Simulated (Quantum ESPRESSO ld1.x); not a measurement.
Question: W34+, configuration [Kr] 4d4 (the NIST ground configuration). Method: scalar-relativistic Kohn-Sham, LDA (Slater exchange, VWN5 correlation), spin-polarised, spherical densities, point nucleus; open shells are filled with parallel spins first; computed with ld1.x of Quantum ESPRESSO 7.5. Some entries of the table are withheld. Estimate them.

orbital  occ.  eigenvalue (Ry)  <r> (bohr)
1s up       1         -5205.02     0.01836
1s down     1         -5205.00     0.01835
2s up       1         -982.794     0.07760
2s down     1         -982.488     0.07759
2p up       3         -872.512     0.06945
2p down     3         -872.255     0.06944
3s up       1         -302.514      0.1997
3s down     1         -302.302      0.1996
3p up       3         -269.815      0.1995
3p down     3         -269.591      0.1994
3d up       5         -232.773      0.1802
3d down     5         -232.491      0.1801
4s up       1         -130.990      0.4120
4s down     1         -130.247      0.4122
4p up       3         -119.078      0.4256
4p down     3         -118.345      0.4260
4d up       4         -104.745      0.4269
4d down     0         -104.013      0.4273
5s up       0              (1)      0.7204
5s down     0              (2)      0.7228
5p up       0              (3)      0.7491
5p down     0              (4)      0.7518

Answer: 
(1) 5s up eigenvalue (Ry): -72.2586
(2) 5s down eigenvalue (Ry): -71.9043
(3) 5p up eigenvalue (Ry): -66.9787
(4) 5p down eigenvalue (Ry): -66.6523
